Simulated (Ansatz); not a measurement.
The cluster RuCl3, relaxed as a doublet with UKS r2SCAN-D4/def2-SVP in Ansatz, starting from the GFN2-xTB geometry. Force threshold 0.02 eV/Å.

In the def2 sets Ru takes a core potential; there is no spin–orbit coupling. The charge 0 doublet is spin-contaminated (final ⟨S²⟩ up to 1.51, 0.75 for a pure state). At r2SCAN-D4/def2-SVP a quartet of charge 0 lies 0.63 eV below the doublet, each at its own geometry. The structure comes from a short search, and lower isomers may exist.

Start:

```xyz
4

Ru   -0.026   -0.007    0.003
Cl    2.035    0.487   -0.058
Cl   -1.287    0.776   -1.497
Cl   -0.722   -1.256    1.552
```

```
step  energy (eV)  largest force component (eV/Å)  SCF passes
   1  -40138.5340                           1.614         225
   2  -40138.8065                           0.393         174
   3  -40138.8164                           0.079         168
   4  -40138.8197                           0.054         177
   5  -40138.8226                           0.049         144
   6  -40138.8230                           0.011          82
```

Force components are those of the run's own axes.

End:

```xyz
4

Ru    0.021   -0.108   -0.076
Cl    2.142    0.546   -0.035
Cl   -1.376    0.832   -1.523
Cl   -0.787   -1.271    1.634
```

By distances, no bond broke or formed. The bond that changes most is Ru1–Cl4, from 2.11 to 2.22 Å (atoms count from 1).

No frequencies were taken in this run, so the end may be a saddle point.

It took 3.7 min on 4 threads of Arm Neoverse N1 on a shared host.
